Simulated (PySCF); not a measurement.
## Telling isomers of CH8F3NSi3 apart by NMR

PySCF 2.14.0 with density-fitted response routines calculation with GIAO PBE0/pcSseg-1 shieldings and geometry from GFN2-xTB; no solvent, non-relativistic, a single conformation, equivalent nuclei averaged.

δ = σ(ref) − σ, references computed at the same level: ¹H (σref 31.72), ¹³C (σref 186.93) against TMS. Splittings of carbon signals by F and P are missing where no couplings were computed. Where no couplings were computed, multiplicities follow the n + 1 count of equivalent neighbours, and m marks all less simple cases (inequivalent or close neighbours, rings, F or P nearby). Shifts are as computed. Against solution values, carbons near 30 ppm lie about +3 ppm off and those near 130 ppm about +5 ppm (rms about the fit 2.1 ppm; single classes can miss by 10 ppm). Of 1328 compounds with measured shifts, 309 miss one by over three times the rms of a fit or turn the order of signals round; such compounds aren't used in these exercises. Signals without a measured value on file couldn't be tested in this way; 1H shifts scatter by 0.2 ppm about their fit, and single ones miss by 0.5 ppm. OH and NH positions are gas-phase values without hydrogen bonding to other molecules.

Tabulate the signals of `N[Si]([SiH3])([SiH3])C(F)(F)F`, `FC(F)(F)[SiH2]N([SiH3])[SiH3]` and their relative energies.

## Answers


```tsv
SMILES	carbon types	δC	δH	E rel. (kcal/mol)
N[Si]([SiH3])([SiH3])C(F)(F)F	1×C	142.9	3.64 (s, 6H), 0.06 (br s, 2H)	18.9
FC(F)(F)[SiH2]N([SiH3])[SiH3]	1×C	138.6	4.83 (m, 2H), 4.81 (s, 6H)	0.0
```

Energies are electronic energies at PBE0/pcSseg-1 on these geometries, without zero-point or thermal terms, each for the one conformer computed, which needn't be the lowest.
